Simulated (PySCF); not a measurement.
**Gas-phase XPS of `F[SiH2]S[SiH3]`, computed**

Compound: FH₅SSi₂.
Structure used (PBE0-D3(BJ)/def2-SVP), in Å, numbered top down from 1:
```
atom  x, y, z in Å
F1     1.5093    1.7047    0.8872
Si2    1.7338    0.1908    0.3442
S3     0.2199   -1.1055    1.0868
Si4   -1.5112   -0.1742    0.1925
H5     1.7011    0.2698   -1.1400
H6     3.0229   -0.3267    0.8679
H7    -1.2359    0.1298   -1.2431
H8    -1.8750    1.0837    0.9035
H9    -2.6138   -1.1673    0.3147
```

Theory: PySCF, delta-SCF UKS SCAN, pcX-2 on the ionised atom, pcseg-1 elsewhere, spin-free X2C. Binding energies are ΔSCF values: E(core-ionised, relaxed orbitals) − E(ground state) at a fixed geometry, referred to the vacuum level.

Q: What binding energy does each computed site have?

A: 
```
atom(s)             environment     level  binding energy (eV)  2p1/2 (eV)  above the level's lowest (eV)  count
     F1  silicon-bound fluorine      F 1s               692.46           –                           0.00      1
    Si2  fluorine-bound silicon  Si 2p3/2               108.40      109.03                          +0.82      1
    Si2  fluorine-bound silicon     Si 1s              1848.42           –                          +1.02      1
     S3   sulfur bonded to 2 Si      S 1s              2476.90           –                           0.00      1
    Si4            SiH3 silicon  Si 2p3/2               107.58      108.21                           0.00      1
    Si4            SiH3 silicon     Si 1s              1847.40           –                           0.00      1
```

The listed Si 1s values span 1.02 eV, from Si4 (bonded to S and 3 H) to Si2 (bonded to F, S and 2 H). Summing the Pauling electronegativity differences to the bonded atoms, each weighted by its formal bond order, gives +1.58 for the lowest site and +3.36 for the highest.

The listed Si 2p3/2 values span 0.82 eV, from Si4 (bonded to S and 3 H) to Si2 (bonded to F, S and 2 H). Summing the Pauling electronegativity differences to the bonded atoms, each weighted by its formal bond order, gives +1.58 for the lowest site and +3.36 for the highest.

Q: Which photon energy gives electrons from S 1s of S3 a kinetic energy of 200 eV, and what is their de Broglie wavelength?

A: hν = 2476.90 + 200 = 2676.90 eV, recoil neglected; λ = 12.264 Å/√(E/eV) = 0.87 Å.

Not every level is listed. Spin–orbit coupling isn't in the SCF: each 2p doublet comes from a relaxed spin-free hole plus a matrix of the shell (mean-field spin–orbit coupling and the ground-state 2p splitting), with 2p3/2 averaged over its two sublevels. 2p1/2 minus 2p3/2 (ligand field included): Si 0.63 eV. Isolated species at its PBE0-D3(BJ)/def2-SVP geometry (one conformer only).

Time: 28 s of wall time. Hardware: one thread of an Arm Neoverse V1, on a shared host.
